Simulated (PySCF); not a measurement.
Precursor series W Cl-OH. All species are isolated molecules in the gas phase. One relaxed conformer stands for each flexible species; it need not be the lowest.

These are PBE-D3(BJ)/def2-TZVP // BP86-D3(BJ)/def2-SVP run with PySCF values and carry that method's errors. All candidates: neutral, multiplicity 1. 

```json
{
  "LUMO": "-5.49 eV",
  "HOMO–LUMO gap": "2.00 eV",
  "HOMO": "-7.49 eV"
}
```

### Question
Identify which member has these values.
A. [W(OH)6]
B. [W(Cl)5(OH)]
C. [W(Cl)2(OH)4]
D. [W(Cl)3(OH)3]

### Answer
B, [W(Cl)5(OH)]. The others give [W(OH)6]: -3.47 eV, 3.65 eV, -7.13 eV; [W(Cl)2(OH)4]: -4.48 eV, 2.34 eV, -6.82 eV; [W(Cl)3(OH)3]: -5.02 eV, 2.27 eV, -7.28 eV
